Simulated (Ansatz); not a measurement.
Ansatz results at the PBE0-D4/def2-TZVP geometry: HOMO energy (PBE0/def2-TZVPP) -6.55 eV; size of the dipole moment (PBE/def2-TZVPP) 2.89 D; HOMO–LUMO gap (ωB97M-V/def2-TZVPP) 9.19 eV.

Each molecule was computed in one conformer, which needn't be the lowest.

Question: Which molecule gave them?
A. `CC[Te][SiH3]`
B. `CC(C)(C)[Te][Si](Cl)(Cl)Cl`
C. `OB(O)[Te]C(F)(F)F`
D. `Cl[Si](Cl)(Cl)[TeH]`

Answer: B. The others give `Cl[Si](Cl)(Cl)[TeH]`: -7.07, 1.17, 9.53; `CC[Te][SiH3]`: -6.09, 1.41, 9.20; `OB(O)[Te]C(F)(F)F`: -6.90, 1.47, 9.71.
